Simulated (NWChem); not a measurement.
C₂H₆ClFSi; SMILES C([C@@H](F)Cl)[SiH3]

```xyz
11

F     -1.0047     0.8906     0.8386
C     -0.5781     0.8153    -0.4633
Cl     1.0571     1.6072    -0.5724
C     -0.5331    -0.6310    -0.9154
Si     0.2919    -1.8463     0.3088
H     -1.2364     1.4439    -1.0669
H     -0.0443    -0.6920    -1.8930
H     -1.5709    -0.9637    -1.0575
H     -0.5996    -2.1002     1.4686
H      0.4986    -3.1295    -0.4164
H      1.5998    -1.3407     0.7900
```
Atoms are numbered in this order, from 1.

The geometry was optimised at B3LYP/6-31G* (spherical d).

 Unshifted, non-relativistic core excitations; the lowest 4 roots alone, so stronger bands may lie above.

**Question.** List the first Si K-edge excitations from PBE/6-311G** (spherical d), restricted-window TDA (NWChem).

**Answer.** 
```tsv
state	energy (eV)	dipole oscillator strength	leading excitation (squared amplitude)
S1	1778.6	0.0001	1s of atom 5 or its equivalents → LUMO (1.00)
S2	1779.3	0.0009	1s of atom 5 or its equivalents → LUMO+1 (1.00)
S3	1779.7	0.0009	1s of atom 5 or its equivalents → LUMO+2 (0.99)
S4	1780.1	0.0014	1s of atom 5 or its equivalents → LUMO+3 (0.98)
```
